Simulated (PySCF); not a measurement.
Compound: 3-methylbut-2-enamide, C₅H₉NO.
Structure used (PBE0-D3(BJ)/def2-SVP), in Å, numbered top down from 1:
```xyz
16
C5H9NO angstrom
C     -1.6072    1.2363   -0.7807
C     -0.6945    0.3251   -0.0209
C     -1.2560   -0.2645    1.2395
C      0.5503    0.0782   -0.4765
C      1.5301   -0.8068    0.1934
N      2.7183   -0.9299   -0.4659
O      1.3216   -1.3942    1.2425
H     -2.5187    0.6950   -1.0865
H     -1.1337    1.6579   -1.6781
H     -1.9447    2.0667   -0.1374
H     -2.3136    0.0078    1.3658
H     -1.1507   -1.3580    1.2491
H     -0.6894    0.0820    2.1169
H      0.8652    0.5628   -1.4067
H      2.9225   -0.4317   -1.3181
H      3.4359   -1.5035   -0.0445
```

Method: core-valence-separated Tamm–Dancoff BHandHLYP/aug-pcX-1 (pcseg-1 on H) in PySCF, non-relativistic, gas phase, PBE0-D3(BJ)/def2-SVP geometry. No empirical shift is added; at this level the pattern usually sits a few eV under experiment.

The lowest roots of each edge with f over 0.003 (five at most, numbered afresh; weaker and dark ones are left out), with transition dipoles (au) in the frame of the coordinates:

```json
{"root": "1", "edge": "C", "E (eV)": "282.46", "f": "0.0699", "μx": "0.0347", "μy": "0.0784", "μz": "0.0524"}
{"root": "2", "edge": "C", "E (eV)": "282.77", "f": "0.0380", "μx": "0.0255", "μy": "0.0577", "μz": "0.0387"}
{"root": "3", "edge": "C", "E (eV)": "284.82", "f": "0.0775", "μx": "-0.0377", "μy": "-0.0825", "μz": "-0.0537"}
{"root": "4", "edge": "C", "E (eV)": "285.47", "f": "0.0179", "μx": "0.0148", "μy": "0.0218", "μz": "-0.0431"}
{"root": "5", "edge": "C", "E (eV)": "285.52", "f": "0.0086", "μx": "-0.0287", "μy": "0.0018", "μz": "0.0200"}
{"root": "6", "edge": "N", "E (eV)": "399.52", "f": "0.0192", "μx": "0.0146", "μy": "0.0347", "μz": "0.0232"}
{"root": "7", "edge": "N", "E (eV)": "399.91", "f": "0.0124", "μx": "-0.0262", "μy": "-0.0062", "μz": "0.0232"}
{"root": "8", "edge": "N", "E (eV)": "400.86", "f": "0.0330", "μx": "-0.0254", "μy": "0.0357", "μz": "-0.0380"}
{"root": "9", "edge": "N", "E (eV)": "402.25", "f": "0.0038", "μx": "-0.0074", "μy": "-0.0153", "μz": "-0.0100"}
{"root": "10", "edge": "N", "E (eV)": "402.90", "f": "0.0049", "μx": "-0.0211", "μy": "0.0074", "μz": "0.0009"}
{"root": "11", "edge": "O", "E (eV)": "529.16", "f": "0.0369", "μx": "0.0194", "μy": "0.0417", "μz": "0.0271"}
```

Task: Molecules are fixed in this frame and the field points along (0, 1, 1)/√2. What effective strengths 3 f cos²θ do the roots have (θ between field and μ)?

Result: root 1 (C2): 0.178, root 2 (C4): 0.097, root 3 (C5): 0.194, root 4 (C4): 0.005, root 5 (C3): 0.005, root 6 (N6): 0.049, root 7 (N6): 0.004, root 8 (N6): 0.000, root 9 (N6): 0.009, root 10 (N6): 0.001, root 11 (O7): 0.092. Averaged over all orientations cos²θ is 1/3, which gives f back.

One conformer stands for the species.
